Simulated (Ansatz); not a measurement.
# Which is lower?

The two ends of one reaction step of CH3BrCl (charge -1), singlet (PBE0-D4/def2-TZVPD).

A:

Cl1  (-2.601, -0.629, 0.520)
C2  (0.329, 0.079, -0.066)
Br3  (2.221, 0.537, -0.444)
H4  (-0.088, -0.356, -0.964)
H5  (-0.182, 0.996, 0.201)
H6  (0.321, -0.627, 0.754)
(Å)

B:

```xyz
6
angstrom
Cl -2.1327 -0.5159 0.4267
C -0.4062 -0.0983 0.0813
Br 2.7659 0.6690 -0.5535
H -0.1804 -0.3769 -0.9418
H -0.2738 0.9689 0.2183
H 0.2272 -0.6470 0.7689
```

Computed with Ansatz 0.2.0 (basis: def2-TZVPPD); correlated methods freeze the cores. Filled d shells of the heavier atoms are correlated. The def2 sets are not built for correlating such inner shells, so the correlated values are less sure here. B3LYP uses VWN-RPA correlation.

Question: Which structure is lower at CCSD(T), and by how much? (Judge from chemistry; the value comes from the calculation.)

Answer: Computed: B, by 5.86 kcal/mol (electronic energy, against the other). By their contacts, A is a complex of CH₃Br ([CH3][Br]) + Cl, total charge -1 and B is a complex of CH₃Cl ([CH3][Cl]) + Br, total charge -1.

All methods give the same order:

```tsv
method	E(B) − E(A) (kcal/mol)
SPW92	-5.96
PBE-D4	-5.51
BLYP-D4	-4.88
r2SCAN-D4	-6.11
B97M-V	-5.31
PBE0-D4	-6.76
B3LYP-D4	-6.02
r2SCAN0-D4	-7.04
BHLYP-D4	-7.23
CAM-B3LYP-D4	-6.79
wB97X-V	-7.06
wB97M-V	-6.83
B2PLYP	-6.20
PBE-QIDH	-7.00
RPA on PBE	-5.44
HF	-9.02
MP2	-5.74
CCSD	-6.29
CCSD(T)	-5.86
```

T1 diagnostic: at most 0.009.

Labels in which every atom is bracketed show which atoms are joined, not bond orders.

For scale, one of the runs: CCSD(T)/def2-TZVPPD, 196 basis functions, launched by `ansatz run in.yaml --threads 4 --pin off --events-out ev --progress --plain --max-ram 9574MiB`. Time: 45 s of wall clock on 4 CPU threads of an Arm Neoverse V2; the host was shared. Peak host memory: 2.3 GiB.
